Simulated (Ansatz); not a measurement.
Rb₈Cl₈ (started as a model of: 2x2x4 RbCl rock-salt block): single points at one geometry.

```yaml
crystal:
  periodic: [false, false, false]
  atoms:
    - {symbol: Rb, position_ang: [-1.572463, -1.565498, -4.777519]}
    - {symbol: Cl, position_ang: [-1.624589, -1.618752, -1.612044]}
    - {symbol: Rb, position_ang: [-1.632873, -1.629244, 1.599586]}
    - {symbol: Cl, position_ang: [-1.565349, -1.564172, 4.783041]}
    - {symbol: Cl, position_ang: [-1.567565, 1.568419, -4.781027]}
    - {symbol: Rb, position_ang: [-1.630883, 1.633877, -1.597441]}
    - {symbol: Cl, position_ang: [-1.617743, 1.623354, 1.614211]}
    - {symbol: Rb, position_ang: [-1.561688, 1.569781, 4.779615]}
    - {symbol: Cl, position_ang: [1.561486, -1.569168, -4.782716]}
    - {symbol: Rb, position_ang: [1.628042, -1.633962, -1.599279]}
    - {symbol: Cl, position_ang: [1.619789, -1.623108, 1.612221]}
    - {symbol: Rb, position_ang: [1.568590, -1.569224, 4.777634]}
    - {symbol: Rb, position_ang: [1.566386, 1.564809, -4.779720]}
    - {symbol: Cl, position_ang: [1.621702, 1.618663, -1.614379]}
    - {symbol: Rb, position_ang: [1.634906, 1.629527, 1.597123]}
    - {symbol: Cl, position_ang: [1.572262, 1.564719, 4.780685]}
basis:
  gaussian: {orbitals: def2-SVP, initial_orbitals: start.molden}
hamiltonian: {xc: pbe0, dispersion: d4}
scf: {omitted_lower_state_checks: [starts]}
output: {forces: true, orbitals: {seedname: orbitals}}
```

The file start.molden holds the orbitals of an earlier run on this structure, at another level or in another basis.

```sh
$ ansatz run in.yaml --threads 4 --pin off --events-out ev --progress --plain --max-ram 6963MiB
```

Output, abridged:

```
Functional definition: PBE0
  name "PBE0"
  cite "Adamo & Barone, J. Chem. Phys. 110, 6158 (1999) doi:10.1063/1.478522"
  cite "Perdew, Burke & Ernzerhof, Phys. Rev. Lett. 77, 3865 (1996) doi:10.1103/PhysRevLett.77.3865"
  parent pbe
  parameter a = 0.25
  parameter kappa = 0.804
  parameter beta = 0.06672455060314922
  exchange = (1 - a)*pbe_x(kappa = kappa, mu = beta*pi^2/3) + a*exact_x
  correlation = pbe_c(beta = beta)
these checks for a lower state are left out or cut short: starts
3096 factors; integrals over basis functions are off by at most 3.9e-4 eV
mean field evaluation 1: about -105391.7274 eV, gradient 5.9e0 eV
mean field evaluation 2: about -105391.7608 eV, gradient 4.8e-2 eV
mean field evaluation 4: about -105392.0443 eV, gradient 1.2e-3 eV
mean field -105392.04425948 eV, -3873.0861892424 hartree, gradient 2.8e-5 eV, S^2 0.000000; 0 other end points of the search recorded, 0 dependent functions left out
the calculation of the forces begins
reference -105392.04435518 eV, -3873.0861927596 hartree; 104, 104 occupied and 232, 232 virtual orbitals, 3096 factors
Total energy: -105392.72067091 eV, -3873.1110469041 hartree
Atom 0 at    -1.572463    -1.565498    -4.777519 Å, force     0.025397     0.025368     0.019262 eV/Å
Atom 1 at    -1.624589    -1.618752    -1.612044 Å, force    -0.000539    -0.000659    -0.001987 eV/Å
Atom 2 at    -1.632873    -1.629244     1.599586 Å, force     0.004377     0.004355     0.012252 eV/Å
Atom 3 at    -1.565349    -1.564172     4.783041 Å, force     0.017303     0.017329    -0.018826 eV/Å
Atom 4 at    -1.567565     1.568419    -4.781027 Å, force     0.017297    -0.017333     0.018830 eV/Å
Atom 5 at    -1.630883     1.633877    -1.597441 Å, force     0.004445    -0.004388    -0.012242 eV/Å
Atom 6 at    -1.617743     1.623354     1.614211 Å, force    -0.000572     0.000606     0.002009 eV/Å
Atom 7 at    -1.561688     1.569781     4.779615 Å, force     0.025345    -0.025485    -0.019299 eV/Å
Atom 8 at     1.561486    -1.569168    -4.782716 Å, force    -0.017355     0.017399     0.018818 eV/Å
Atom 9 at     1.628042    -1.633962    -1.599279 Å, force    -0.004308     0.004359    -0.012274 eV/Å
Atom 10 at     1.619789    -1.623108     1.612221 Å, force     0.000596    -0.000591     0.001969 eV/Å
Atom 11 at     1.568590    -1.569224     4.777634 Å, force    -0.025422     0.025449    -0.019240 eV/Å
Atom 12 at     1.566386     1.564809    -4.779720 Å, force    -0.025500    -0.025393     0.019290 eV/Å
Atom 13 at     1.621702     1.618663    -1.614379 Å, force     0.000732     0.000623    -0.001996 eV/Å
Atom 14 at     1.634906     1.629527     1.597123 Å, force    -0.004387    -0.004371     0.012273 eV/Å
Atom 15 at     1.572262     1.564719     4.780685 Å, force    -0.017410    -0.017269    -0.018838 eV/Å
Dipole moment:     0.000017     0.000127     0.000010 e Å
Checks for a lower state left out: starts
```

It took 14 s on 4 threads of AMD EPYC 9R45 on a shared host, peak host memory 2.3 GiB.

As the first input, with `correlation: {method: mp2}`, `output: {orbitals: {seedname: orbitals}}` and without the key `hamiltonian` (abridged; 10 s):

```
Functional definition: HF
mean field -105209.84313224 eV, -3866.3904213167 hartree, gradient 1.3e-6 eV, S^2 0.000000
40 core orbitals not correlated: weight in the atoms' cores, before any rotation towards them, 1.000 or more for the frozen orbitals, at most 0.000 for the correlated occupied ones
second order -41.95214073 eV of doubles, -0.00000000 eV of singles
Total energy: -105251.79527296 eV, -3867.9321340522 hartree
Checks for a lower state left out: starts
```

The first input with `hamiltonian: {xc: r2scan, dispersion: d4}`, `output: {orbitals: {seedname: orbitals}}` (abridged; 16 s):

```
Functional definition: r2SCAN
mean field -105423.01304427 eV, -3874.2242710922 hartree, gradient 9.2e-6 eV, S^2 0.000000
Total energy: -105423.20737035 eV, -3874.2314124439 hartree
Checks for a lower state left out: starts
```

The first input with `hamiltonian: {xc: pbe}`, `correlation: {method: rpa}` and without the key `output` (abridged; 17 s):

```
Functional definition: PBE
mean field -105383.00593313 eV, -3872.7540368756 hartree, gradient 1.5e-6 eV, S^2 0.000000
40 core orbitals not correlated: weight in the atoms' cores, before any rotation towards them, 1.000 or more for the frozen orbitals, at most 0.000 for the correlated occupied ones
Total energy: -105274.79037372 eV, -3868.7771884184 hartree
Checks for a lower state left out: starts
```

As the first input, with `hamiltonian: {xc: pbe, dispersion: d4}` (abridged; 8 s):

```
Functional definition: PBE
mean field -105383.00588047 eV, -3872.7540349404 hartree, gradient 1.1e-5 eV, S^2 0.000000
Total energy: -105383.74751077 eV, -3872.7812893511 hartree
Atom 0 force    -0.004825    -0.004763    -0.009843 eV/Å
Atom 1 force    -0.031032    -0.031057    -0.001509 eV/Å
Atom 2 force    -0.023077    -0.023023     0.010301 eV/Å
Atom 3 force    -0.017355    -0.017258     0.015669 eV/Å
Atom 4 force    -0.017310     0.017348    -0.015619 eV/Å
Atom 5 force    -0.022942     0.023067    -0.010255 eV/Å
Atom 6 force    -0.030973     0.031091     0.001570 eV/Å
Atom 7 force    -0.004758     0.004727     0.009846 eV/Å
Atom 8 force     0.017218    -0.017287    -0.015671 eV/Å
Atom 9 force     0.023064    -0.023094    -0.010320 eV/Å
Atom 10 force     0.030996    -0.031076     0.001497 eV/Å
Atom 11 force     0.004725    -0.004758     0.009867 eV/Å
Atom 12 force     0.004695     0.004729    -0.009858 eV/Å
Atom 13 force     0.031206     0.031027    -0.001565 eV/Å
Atom 14 force     0.023065     0.023007     0.010284 eV/Å
Atom 15 force     0.017302     0.017320     0.015605 eV/Å
Dipole moment:     0.000017     0.000126     0.000010 e Å
Checks for a lower state left out: starts
```

Geometry: r2SCAN-D4/def2-SVP.

In the def2 sets Rb takes a core potential; there is no spin–orbit coupling. Correlated methods freeze 40 core orbitals; core or outer-core shells of Rb are correlated, in sets that lack core-valence functions.
